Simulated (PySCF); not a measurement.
C₃H₁₀OSi₂, SMILES C[Si@H]1CO[C@H]1[SiH3].

Coordinates come from a PBE0-D3(BJ)/def2-SVP optimisation. The structure was generated by enumeration; whether it is a known compound was not checked.

Method: PySCF with PBE0-D3(BJ)/def2-SVP.

Frequencies are harmonic and unscaled.

### Question
List the normal modes with their intensities. (The exact figures need the calculation; the answer reports its results.)

### Answer

```json
[
 {"mode": "1", "ν (cm⁻¹)": "37", "IR (km/mol)": "1.8", "moving atoms (share of kinetic energy)": "H 32 %, C 30 %, O 27 %, Si 11 %"},
 {"mode": "2", "ν (cm⁻¹)": "108", "IR (km/mol)": "0.3", "moving atoms (share of kinetic energy)": "C 36 %, H 33 %, Si 29 %"},
 {"mode": "3", "ν (cm⁻¹)": "153", "IR (km/mol)": "0.2", "moving atoms (share of kinetic energy)": "H 94 %"},
 {"mode": "4", "ν (cm⁻¹)": "172", "IR (km/mol)": "0.2", "moving atoms (share of kinetic energy)": "H 87 %"},
 {"mode": "5", "ν (cm⁻¹)": "194", "IR (km/mol)": "1.0", "moving atoms (share of kinetic energy)": "H 40 %, C 37 %, Si 20 %"},
 {"mode": "6", "ν (cm⁻¹)": "205", "IR (km/mol)": "5.3", "moving atoms (share of kinetic energy)": "O 33 %, H 28 %, Si 22 %, C 17 %"},
 {"mode": "7", "ν (cm⁻¹)": "264", "IR (km/mol)": "0.3", "moving atoms (share of kinetic energy)": "Si 43 %, H 27 %, C 19 %, O 11 %"},
 {"mode": "8", "ν (cm⁻¹)": "480", "IR (km/mol)": "9.2", "moving atoms (share of kinetic energy)": "C 31 %, Si 29 %, H 22 %, O 18 %"},
 {"mode": "9", "ν (cm⁻¹)": "508", "IR (km/mol)": "4.1", "moving atoms (share of kinetic energy)": "H 41 %, Si 33 %, C 24 %"},
 {"mode": "10", "ν (cm⁻¹)": "587", "IR (km/mol)": "7.4", "moving atoms (share of kinetic energy)": "H 92 %"},
 {"mode": "11", "ν (cm⁻¹)": "610", "IR (km/mol)": "13.2", "moving atoms (share of kinetic energy)": "H 75 %, Si 12 %, C 8 %"},
 {"mode": "12", "ν (cm⁻¹)": "632", "IR (km/mol)": "16.1", "moving atoms (share of kinetic energy)": "H 76 %, C 15 %"},
 {"mode": "13", "ν (cm⁻¹)": "700", "IR (km/mol)": "36.5", "moving atoms (share of kinetic energy)": "C 42 %, H 39 %, Si 10 %, O 9 %"},
 {"mode": "14", "ν (cm⁻¹)": "712", "IR (km/mol)": "10.8", "moving atoms (share of kinetic energy)": "C 42 %, H 34 %, Si 23 %"},
 {"mode": "15", "ν (cm⁻¹)": "776", "IR (km/mol)": "24.7", "moving atoms (share of kinetic energy)": "H 54 %, C 35 %, Si 10 %"},
 {"mode": "16", "ν (cm⁻¹)": "810", "IR (km/mol)": "111.8", "moving atoms (share of kinetic energy)": "H 61 %, C 21 %, Si 18 %"},
 {"mode": "17", "ν (cm⁻¹)": "831", "IR (km/mol)": "43.8", "moving atoms (share of kinetic energy)": "H 61 %, C 25 %, Si 13 %"},
 {"mode": "18", "ν (cm⁻¹)": "854", "IR (km/mol)": "4.7", "moving atoms (share of kinetic energy)": "H 45 %, C 35 %, Si 10 %, O 10 %"},
 {"mode": "19", "ν (cm⁻¹)": "900", "IR (km/mol)": "164.6", "moving atoms (share of kinetic energy)": "H 76 %, C 11 %, Si 9 %"},
 {"mode": "20", "ν (cm⁻¹)": "925", "IR (km/mol)": "176.9", "moving atoms (share of kinetic energy)": "H 84 %, Si 11 %"},
 {"mode": "21", "ν (cm⁻¹)": "937", "IR (km/mol)": "46.4", "moving atoms (share of kinetic energy)": "H 97 %"},
 {"mode": "22", "ν (cm⁻¹)": "941", "IR (km/mol)": "10.3", "moving atoms (share of kinetic energy)": "H 66 %, C 20 %, O 10 %"},
 {"mode": "23", "ν (cm⁻¹)": "964", "IR (km/mol)": "60.4", "moving atoms (share of kinetic energy)": "H 47 %, C 32 %, O 17 %"},
 {"mode": "24", "ν (cm⁻¹)": "1042", "IR (km/mol)": "85.1", "moving atoms (share of kinetic energy)": "H 47 %, C 44 %"},
 {"mode": "25", "ν (cm⁻¹)": "1092", "IR (km/mol)": "67.8", "moving atoms (share of kinetic energy)": "C 48 %, O 39 %, H 12 %"},
 {"mode": "26", "ν (cm⁻¹)": "1178", "IR (km/mol)": "2.3", "moving atoms (share of kinetic energy)": "H 89 %"},
 {"mode": "27", "ν (cm⁻¹)": "1239", "IR (km/mol)": "4.0", "moving atoms (share of kinetic energy)": "H 75 %, C 16 %"},
 {"mode": "28", "ν (cm⁻¹)": "1260", "IR (km/mol)": "2.9", "moving atoms (share of kinetic energy)": "H 78 %, C 19 %"},
 {"mode": "29", "ν (cm⁻¹)": "1264", "IR (km/mol)": "29.9", "moving atoms (share of kinetic energy)": "H 78 %, C 21 %"},
 {"mode": "30", "ν (cm⁻¹)": "1424", "IR (km/mol)": "5.4", "moving atoms (share of kinetic energy)": "H 96 %"},
 {"mode": "31", "ν (cm⁻¹)": "1427", "IR (km/mol)": "5.5", "moving atoms (share of kinetic energy)": "H 96 %"},
 {"mode": "32", "ν (cm⁻¹)": "1461", "IR (km/mol)": "1.6", "moving atoms (share of kinetic energy)": "H 93 %"},
 {"mode": "33", "ν (cm⁻¹)": "2210", "IR (km/mol)": "118.4", "moving atoms (share of kinetic energy)": "H 97 %"},
 {"mode": "34", "ν (cm⁻¹)": "2214", "IR (km/mol)": "143.6", "moving atoms (share of kinetic energy)": "H 97 %"},
 {"mode": "35", "ν (cm⁻¹)": "2227", "IR (km/mol)": "83.8", "moving atoms (share of kinetic energy)": "H 97 %"},
 {"mode": "36", "ν (cm⁻¹)": "2237", "IR (km/mol)": "109.9", "moving atoms (share of kinetic energy)": "H 96 %"},
 {"mode": "37", "ν (cm⁻¹)": "3041", "IR (km/mol)": "50.4", "moving atoms (share of kinetic energy)": "H 95 %"},
 {"mode": "38", "ν (cm⁻¹)": "3051", "IR (km/mol)": "6.2", "moving atoms (share of kinetic energy)": "H 92 %"},
 {"mode": "39", "ν (cm⁻¹)": "3057", "IR (km/mol)": "0.9", "moving atoms (share of kinetic energy)": "H 97 %"},
 {"mode": "40", "ν (cm⁻¹)": "3099", "IR (km/mol)": "20.1", "moving atoms (share of kinetic energy)": "H 90 %, C 10 %"},
 {"mode": "41", "ν (cm⁻¹)": "3158", "IR (km/mol)": "1.0", "moving atoms (share of kinetic energy)": "H 91 %, C 9 %"},
 {"mode": "42", "ν (cm⁻¹)": "3171", "IR (km/mol)": "0.9", "moving atoms (share of kinetic energy)": "H 91 %, C 9 %"}
]
```
